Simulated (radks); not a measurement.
Problem. Spherical quantum dot in the effective-mass picture: electrons in a well V = -V0 / (1 + exp((r - R)/a)) with V0 = 4.7, R = 7.05, a = 0.65, with a point charge +1 (a donor) at the centre, all in effective atomic units (hartree* = m*/eps^2 hartree, bohr* = eps/m* bohr), one dielectric constant everywhere. Calculated with a radial shooting solver with Libxc functionals: non-relativistic Kohn-Sham, LDA (Slater exchange, Perdew-Wang correlation), spin-polarised, spherical densities. Levels are named by radial order and angular momentum (1s, 1p, 1d, 2s, ...), and open shells are averaged over m. At N = 15 the configuration is 1s2 1p6 1d(up 5, down 1) 2s(up 1, down 0). Does electron 16 go into 2s down or 1f up or 1d down?

Solution. Into 1d down. The total energies of the other choices lie higher by 0.0825 hartree* (2s down), 0.112 hartree* (1f up).
